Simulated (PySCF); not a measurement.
# What a mistake does to a calculation on BH2NOSi

These are calculations, not measurements. The program is PySCF 2.14.0, an open-source quantum chemistry code, run on an isolated molecule that a program drew, which may never have been made. The molecule is BH2NOSi (charge 0, singlet), drawn as the SMILES string `N=B[Si]O`.

Each row is a Hartree-Fock (HF) and frozen-core CCSD(T) single point in the cc-pV(D+d)Z basis, meant for a local HF minimum. Run 1 is clean. Each other run has one planted mistake out of seven kinds, and not every kind appears here: one electron removed, one electron added, multiplicity raised by two, geometry at a saddle point, minimal basis STO-3G, one bond length entered in bohr, all coordinates scaled. The reference is restricted for singlets and unrestricted otherwise, and also for a bond in bohr. Adding or removing an electron swaps singlet and doublet. Electrons count all cores. HOMO and LUMO are orbital energies over both spins, the gradient is its largest component, and the lowest frequency (negative if imaginary) is given only where the gradient is small. Bond lengths are over the 5 bonds as drawn. T1 is the CCSD diagnostic: over 0.02 (restricted) or 0.045 (unrestricted) a single reference is doubtful.

Geometry of the clean run:
```xyz
6
BH2NOSi, angstrom
N    -1.8430   -1.0462    1.3980
B    -1.4686    0.0494    0.9784
Si   -0.9375    1.8531    0.1356
O     0.0378    2.3604    1.3744
H    -2.1236   -1.9184    1.7615
H     0.4446    3.2080    1.2593
```

| run | electrons | basis functions | <S^2> | HOMO (eV) | LUMO (eV) | gradient (hartree/bohr) | lowest frequency (cm^-1) | mean bond (Å) | longest bond (Å) | T1 | HF (hartree) | CCSD(T) (hartree) | mistake |
|---|---|---|---|---|---|---|---|---|---|---|---|---|---|
| 1 | 36 | 75 | 0.000 | -8.99 | 0.85 | 3.5e-05 | 151 | 1.3762 | 2.061 | 0.0196 | -444.10659 | -444.66022 | no fault |
| 2 | 36 | 75 | 0.000 | -8.53 | 1.25 | 1.3e-01 | - | 1.2840 | 1.922 | 0.0165 | -444.06805 | -444.60647 | all coordinates scaled |
| 3 | 35 | 75 | 0.856 | -16.02 | -6.91 | 5.7e-02 | - | 1.3762 | 2.061 | 0.0338 | -443.81428 | -444.34906 | one electron removed |
| 4 | 36 | 75 | 1.045 | -7.36 | 1.07 | 4.3e-03 | - | 1.7429 | 3.894 | 0.0325 | -444.02039 | -444.54487 | ? |
| 5 | 37 | 75 | 0.771 | -0.49 | 8.12 | 4.1e-02 | - | 1.3762 | 2.061 | 0.0184 | -444.09913 | -444.65065 | ? |

**Which mistake was planted in run 4, and what did it cost?**

The mean bond changes by a factor of 1.266 and the longest by 1.889, so the molecule wasn't scaled as a whole. A length L in bohr read as angstrom grows by (1/0.5292 - 1) L = 0.890 L. The 5 bonds together grew by 5 x 0.3667 = 1.833 Å, which gives L = 2.061 Å. That is bond B2-Si3, 2.061 Å in the clean geometry. So the mistake is: one bond length entered in bohr. Subtracting run 1 and multiplying by 627.51 kcal/mol a hartree, the energy moved by 54.1 kcal/mol in HF and 72.4 kcal/mol in CCSD(T).

**Which mistake was planted in run 5, and what did it cost?**

It counts 37 electrons, one more than the clean run, at the same geometry and basis. So the mistake is: one electron added. Subtracting run 1 and multiplying by 627.51 kcal/mol a hartree, the energy moved by 4.7 kcal/mol in HF and 6.0 kcal/mol in CCSD(T).

Cautions from the logs. Run 5: the added electron raises the CCSD(T) energy, so it isn't bound in this basis.
